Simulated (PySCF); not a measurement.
C₂H₆NO, SMILES NC(=[OH+])C, charge +1. Atoms are numbered in the order given.

```xyz
10

C     -0.3816    -1.3722     0.0000
C      0.0153     0.0605     0.0000
N     -0.8572     1.0308     0.0000
O      1.2636     0.4208     0.0000
H      0.0389    -1.8665     0.8919
H     -1.4710    -1.5003     0.0000
H      0.0389    -1.8665    -0.8919
H     -0.5482     2.0045     0.0000
H     -1.8566     0.8426     0.0000
H      1.8881    -0.3256     0.0000
```
Charge +1, spin multiplicity 1.

Geometry: B3LYP-D3(BJ)/def2-SVP. The isomer is the one that the SMILES or the coordinates give; other isomers of the formula were not compared. One conformer was computed; it need not be the lowest.

Two levels are set side by side: PBE/pcSseg-1 (PySCF) and PBE0/pcSseg-1 (PySCF). GIAO shifts against H2O (¹⁷O), NH3 (¹⁵N), TMS (¹H), TMS (¹³C) at the same level; non-relativistic, no solvent, atoms listed together averaged. Differences are taken from unrounded values.

```tsv
quantity	PBE0	PBE	PBE minus PBE0
δ(¹³C) of C1 (ppm)	24.2	24.4	0.2
δ(¹³C) of C2 (ppm)	191.8	186.7	-5.1
δ(¹⁵N) of N3 (ppm)	154.1	156.2	2.0
δ(¹⁷O) of O4 (ppm)	219.8	230.0	10.2
δ(¹H) of H8, H9 (ppm)	7.33	7.12	-0.21
δ(¹H) of H10 (ppm)	8.12	8.01	-0.11
```

Rough cost on one machine, each run with all the roots and properties that it gave: PBE0 against PBE within a factor of 2.
